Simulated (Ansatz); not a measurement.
Cartesian coordinates in Å:
```
N -1.393 0.723 -0.525
Mo 0.044 0.020 0.121
N 0.828 -0.984 -1.043
O -0.412 -1.070 1.599
O 1.205 1.435 0.600
H -2.081 0.894 -1.245
H 0.928 -1.423 -1.947
H -1.262 -0.938 2.024
H 2.143 1.343 0.417
```

Charge 0, multiplicity 1. Mo takes the def2 core potential.

Q: List the B3LYP/def2-TZVPP orbital energies in eV (Ansatz). (Best estimate.)

A: Ansatz gave: Occupied: -520.71, -520.71, -389.54, -389.53, -72.18, -45.22, -45.01, -44.90, -26.79, -26.64, -21.48, -21.30, -13.81, -13.79, -13.01, -12.66, -10.62, -10.35, -10.26, -8.98, -8.62, -8.23, -7.82, -7.52. Lowest empty: -1.49, -1.30, -0.62, -0.40, -0.16, 0.27, 0.71, 0.89.

B3LYP here is the variant with VWN-RPA as its local correlation; programs differ in this.
